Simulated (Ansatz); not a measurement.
Isolated molecules relaxed with PBE0-D4/def2-TZVP in Ansatz; ΔE leaves out vibrations. CCSD(T)/CBS is the MP2 limit (def2-TZVPP, def2-QZVPP) plus CCSD(T) − MP2 in def2-TZVPP, frozen cores. Functionals use def2-TZVPP. B3LYP here is the variant with VWN-RPA as its local correlation; programs differ in this. For Se outer-core shells are correlated without core-valence functions, which leaves a few kJ/mol of doubt a bond. Scalar relativity is left out up to krypton. Each species was taken in one conformer, which may not be the lowest.

Reaction (redistribution): `C[SiH]([SiH3])[SeH]` + `O[SiH2]CCl` → `ClC[SiH2][SeH]` + `C[SiH](O)[SiH3]`

| level | ΔE (kJ/mol) |
| --- | --- |
| PBE0 | 10.4 |
| B3LYP | 8.3 |
| CCSD/def2-TZVPP | 11.5 |
| CCSD(T)/def2-TZVPP | 12.1 |

(1) What does CCSD(T)/CBS give? (Best estimate.)

Largest T1 diagnostic among the species: 0.012.

Answers

(1) Computed: +12.7 kJ/mol. The listed levels differ from it by -2.3, -4.4, -1.2, -0.6 kJ/mol.

The D4 term adds +3.5 kJ/mol with B3LYP and +1.9 kJ/mol with PBE0; it sums over pairs of atoms, weighted by their polarisabilities, and B3LYP, whose exchange is more repulsive, gets the larger term.
